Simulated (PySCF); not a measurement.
C₃H₇O₂, SMILES [CH2]C(O)CO, multiplicity 2. The structure is a stationary point at B3LYP-D3(BJ)/def2-SVP. The isomer is the one that the SMILES or the coordinates give; other isomers of the formula were not compared. One conformer was computed; it need not be the lowest.

Computed with B3LYP-D3(BJ)/def2-SVP (PySCF).

Harmonic wavenumbers (cm⁻¹): 134, 150, 252, 335, 390, 412, 465, 528, 731, 844, 916, 967, 1037, 1119, 1148, 1204, 1224, 1302, 1359, 1387, 1431, 1444, 1495, 2883, 2932, 3068, 3156, 3280, 3748, 3806. Rotational constants (GHz): 6.929, 4.309, 3.493; symmetry number 1.

**Question.** Work out the zero-point energy and the ideal-gas rigid-rotor harmonic-oscillator thermochemistry at 298.15 K and 1 atm.

**Answer.** ZPE = ½ Σ hcν = ½ × 43147 cm⁻¹ = 258.07 kJ/mol. H − E(el) = 277.60 kJ/mol. Entropy in J/(mol K): translation 162.61, rotation 106.84, vibration 53.70, spin 5.76, total 328.92. G − E(el) = 179.54 kJ/mol. Cp = 103.39 J/(mol K). Modes under 150 cm⁻¹ make the vibrational entropy uncertain.
